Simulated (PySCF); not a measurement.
Mapped SMILES: `[F:1][C:2]([F:3])=[C:4]([F:5])[SiH2:6][SiH2:7][PH2:8]`. Each H is labelled by its parent atom.

Computational details: coordinates at the PBE0-D3(BJ)/def2-SVP level, shielding tensors at CAM-B3LYP/pcSseg-1 (GIAO), in PySCF 2.14.0 with density-fitted response routines (single conformer, averaged over atoms made equivalent by symmetry, fast rotation or ring inversion, non-relativistic Hamiltonian, no solvent).

Chemical shifts δ = σref − σ; ¹³C (182.45 ppm), ¹H (31.33 ppm), ²⁹Si (343.41 ppm) against TMS; ¹⁹F (189.10 ppm) against CFCl3; ³¹P (299.17 ppm) against H3PO4, all at this level.

```
 atoms  nucleus  count  δ (ppm)
 H(P8)       ¹H      2     1.67
    P8      ³¹P      1   -295.7
    F5      ¹⁹F      1   -205.4
   Si7     ²⁹Si      1    -80.6
H(Si7)       ¹H      2     4.05
    F3      ¹⁹F      1    -71.7
    F1      ¹⁹F      1        ?
   Si6     ²⁹Si      1    -77.5
    C4      ¹³C      1    131.9
H(Si6)       ¹H      2        ?
    C2      ¹³C      1        ?
```

Q: Fill in the missing shifts.

A: 
- C2: 175.0 ppm, fully substituted alkene carbon
- H(Si6): 4.24 ppm, hydrogen on a silicon bonded to C, Si
- F1: -103.5 ppm, vinylic fluorine

Shifts are as computed, not scaled to solution data. Of 1211 compounds with measured shifts, 218 miss one by over three times the rms of a fit or turn the order of signals round; such compounds aren't used in these exercises. Unscaled 19F shifts against computed CFCl3 carry errors that often reach 10 to 50 ppm. Experimental scales use liquid or dissolved standards, which lie at an offset from isolated H3PO4.
